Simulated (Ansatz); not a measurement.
Reaction (formal exchange of groups at a C–O bond): `FCOC[SiH3]` + `[F][AlH2]` → `[F][AlH][CH2][SiH3]` + `OCF`

Gas-phase electronic energies from Ansatz, PBE0-D4/def2-TZVP geometries. CBS: MP2 limit from def2 TZ/QZ plus the TZ coupled-cluster correction, frozen cores. This one scheme is used for every species. DFT in def2-TZVPP. Each species was taken in one conformer, which may not be the lowest.

(1) Is it downhill or uphill in electronic energy at CCSD(T)/CBS, and by how much? (An estimate is asked.)

(2) What do these levels give: B2PLYP, PBE, HF/def2-TZVPP, HF/def2-QZVPP, MP2/def2-QZVPP, CCSD/CBS(def2)? (Estimate.)

Largest T1 diagnostic among the species: 0.012.

## Answers

(1) Computed: Downhill: ΔE = -29.1 kcal/mol.

(2) The calculation gave: B2PLYP -28.2, PBE -28.4, HF/def2-TZVPP -26.8, HF/def2-QZVPP -26.8, MP2/def2-QZVPP -30.7, CCSD/CBS(def2) -29.2 kcal/mol.

In def2-TZVPP, CCSD(T) changes the Hartree–Fock value by −1.5 kcal/mol (the triples alone add +0.1 kcal/mol) and MP2 by −3.5 kcal/mol. From PBE to PBE0 (25 % exact exchange), in def2-TZVPP and without D4, ΔE moves by −1.1 kcal/mol.
